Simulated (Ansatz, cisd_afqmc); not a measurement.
Species: PbI$_{2}$, charge 0, singlet. PbI2 (SMILES [I][Pb][I]).
B3LYP-D3(BJ)/def2-TZVP minimum from Ansatz (a first-principles code):
```
Pb
I 1 2.8372
I 1 2.8372 2 101.23
```

Atomisation energy term by term, kcal/mol (programs: Ansatz, cisd_afqmc). Open shells are spin-unrestricted; no spin-orbit coupling. Cores are frozen in correlated methods (noble-gas shells, and filled d and f shells in the p block). Past Kr the def2 sets carry scalar-relativistic core potentials. AFQMC/CISD: phaseless, guided by CISD from CCSD amplitudes; bars are statistical, one sigma. Outlying blocks are dropped, and bars are widened where a walk drifts. Over all cases where full CI ran beside it in this data, AFQMC minus full CI had a median of +0.1 mEh and passed +0.4 mEh in a tenth of the cases. CBS(X,Y): correlation extrapolated as X^-3, Hartree-Fock from the larger set. A bracket is a step between two methods taken in the basis named. Spin-orbit terms, left out, reach several kcal/mol for Br and I, and more for heavier atoms.

```tsv
term	basis	kcal/mol
Hartree-Fock	def2-QZVPP	84.24
CCSD correlation	CBS(def2-TZVPP,def2-QZVPP)	46.96
(T)	CBS(def2-TZVPP,def2-QZVPP)	6.51
CCSDT(Q) - CCSD(T)	def2-TZVPP	0.39
sum: De		138.1
```

The step beyond CCSD(T) by other levels: AFQMC/CISD in def2-SVP 1.38 ± 0.26; CCSDT(Q) in def2-SVP 0.65 kcal/mol.
